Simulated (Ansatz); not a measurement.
Geometry optimisation, Ansatz, RKS PBE0/cc-pVDZ.

input.yaml

```yaml
crystal:
  periodic: [false, false, false]
  atoms:
    - { symbol: Si, position_ang: [-0.835958, 0.0, 0.249875] }
    - { symbol: H, position_ang: [1.407981, -2.0e-06, 1.683947] }
    - { symbol: Cl, position_ang: [2.441341, 2.0e-06, 0.838923] }
    - { symbol: Cl, position_ang: [-1.046331, 1.631594, -1.060473] }
    - { symbol: Cl, position_ang: [-1.046333, -1.631594, -1.060472] }
basis:
  gaussian: { orbitals: cc-pVDZ }
hamiltonian:
  xc: pbe0
relax:
  f_tol: 0.03
  max_steps: 50
```

Launched with:

```bash
$ ansatz run input.yaml --threads 1 --pin off --max-ram 2048MiB --backend cpu --events-out ev --progress --plain --runs-dir out
```

Task: Where does it end, and by what steps?

Result: It converged. The force dipped under the threshold on the way, but the program's further checks kept it going. After 11 steps the energy has fallen by 0.100 eV; H2 moved furthest, 0.59 Å.

| step | energy less start (eV) | largest force component (eV/Å) | accepted |
| --- | --- | --- | --- |
| 0 | 0.0000 | 0.885 | yes |
| 1 | -0.0300 | 0.673 | yes |
| 2 | -0.0347 | 1.096 | yes |
| 3 | -0.0711 | 0.242 | yes |
| 4 | -0.0908 | 0.140 | yes |
| 5 | -0.0935 | 0.150 | yes |
| 6 | -0.0956 | 0.165 | yes |
| 7 | -0.0995 | 0.015 | yes |
| 8 | -0.0930 | 0.498 | no |
| 9 | -0.0992 | 0.176 | no |
| 10 | -0.0996 | 0.070 | yes |
| 11 | -0.0999 | 0.002 | yes |

```xyz
5
Properties=species:S:1:pos:R:3
Si -1.076 0.000 0.224
H 1.924 0.000 1.979
Cl 2.007 0.000 0.688
Cl -0.967 1.632 -1.120
Cl -0.967 -1.632 -1.120
```

Whether the end is a true minimum wasn't checked by a vibrational analysis.

Run time: 35 s on 1 thread of Arm Neoverse V2, with other jobs on the host, peak memory 0.17 GiB.
